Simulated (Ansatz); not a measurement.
A nudged elastic band was laid between two geometries of C3H9BSi (14 atoms, charge 0, multiplicity 1).

All numbers below come from Ansatz 0.2.0, RKS PBE/cc-pVDZ.

```
movable images  : 4
climbing image  : no
spring          : 5.0 eV/Å²
optimiser       : quadratic models (default)
start path      : through a guess of the saddle point
force threshold : 0.05 eV/Å
iteration limit : 60
end points      : relaxed
```

Initial state:

```xyz
14
Properties=species:S:1:pos:R:3
B 0.078 1.546 1.255
C -0.172 0.044 0.958
C -1.030 -0.630 1.778
Si 0.669 -0.831 -0.508
C 0.188 -0.025 -2.159
H 0.810 2.228 0.560
H -0.477 2.065 2.209
H -1.275 -1.700 1.647
H -1.525 -0.118 2.624
H 0.274 -2.294 -0.502
H 2.170 -0.745 -0.333
H 0.721 -0.513 -3.000
H -0.903 -0.109 -2.341
H 0.458 1.051 -2.159
```

Final state:

```xyz
14
Properties=species:S:1:pos:R:3
B -0.898 1.321 2.421
C -0.448 0.794 1.039
C -0.055 -0.503 0.856
Si 0.515 -1.282 -0.779
C 0.508 -0.039 -2.206
H -0.438 1.463 0.157
H -1.254 2.474 2.582
H -0.072 -1.158 1.751
H -0.897 0.556 3.369
H -0.400 -2.451 -1.079
H 1.902 -1.850 -0.565
H 0.842 -0.529 -3.143
H -0.510 0.367 -2.375
H 1.192 0.809 -1.999
```

Q: What changes between the two ends?

A: Bonds broken: B1–H6, C2–Si4, C3–H9. Bonds formed: B1–H9, C2–H6, C3–Si4.

Q: What energy profile does the band end with?

A: The run ended unconverged. The highest image is number 2 of 0 to 5, 1.36 eV above the first end and 1.38 eV above the last; the last end lies 0.03 eV below the first. The band didn't meet its force threshold, so its energies are provisional: the largest band force was still 0.21 eV/Å, and over the last iterations the top moved between 1.30 and 1.36 eV. Neighbouring images lie up to 2.3 Å apart, so the band is torn or far too coarse. The orbitals stay closed-shell, which can raise the energy where a bond breaks towards radicals; this wasn't checked here.

```csv
image,path coordinate (Å),energy (eV),B1–H6 (Å),C2–Si4 (Å),C3–H9 (Å)
0,0.00,0.00,1.22,1.90,1.11
1,2.27,0.62,1.21,1.89,1.13
2,4.54,1.36,1.34,1.88,2.25
3,6.80,0.87,1.98,2.60,3.51
4,9.04,0.08,2.30,2.84,2.95
5,11.26,-0.03,2.31,2.92,2.85
```

The band took 60 iterations and about 30 core-minutes.

Run time: 16 min on 2 threads of Arm Neoverse N1 (shared host), peak memory 0.17 GiB.
